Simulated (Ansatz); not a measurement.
`C=C[SiH2]S[SiH3]` + CH₃NH₂ → `C=C[SiH2]NC` + `[SiH3]S`  (ligand exchange at the Si–S bond)

Isolated molecules relaxed with PBE0-D4/def2-TZVP in Ansatz; ΔE leaves out vibrations. CCSD(T)/CBS adds triple-zeta CCSD(T) − MP2 to the extrapolated MP2 energy (def2 sets, frozen cores). Functionals use def2-TZVPP. One conformer a species, not always the lowest.

(1) Is it downhill or uphill in electronic energy at CCSD(T)/CBS, and by how much? (An estimate is asked.)

(2) What do these levels give: r2SCAN-D4, r2SCAN, PBE0, SCS-MP2/def2-TZVPP, CCSD/def2-TZVPP, CCSD/CBS(def2)? (Best estimate.)

Largest T1 diagnostic among the species: 0.012.

## Answers

(1) Ansatz gave: Uphill: ΔE = +5.6 kcal/mol.

(2) The calculation gave: r2SCAN-D4 5.8, r2SCAN 5.5, PBE0 5.8, SCS-MP2/def2-TZVPP 4.6, CCSD/def2-TZVPP 3.9, CCSD/CBS(def2) 4.9 kcal/mol.

The D4 term adds +1.7 kcal/mol with B3LYP and +1.0 kcal/mol with PBE0; it sums over pairs of atoms, weighted by their polarisabilities, and B3LYP, whose exchange is more repulsive, gets the larger term. In def2-TZVPP, CCSD(T) changes the Hartree–Fock value by +2.4 kcal/mol (the triples alone add +0.7 kcal/mol) and MP2 by +3.6 kcal/mol.

B3LYP here is the variant with VWN-RPA as its local correlation; programs differ in this.
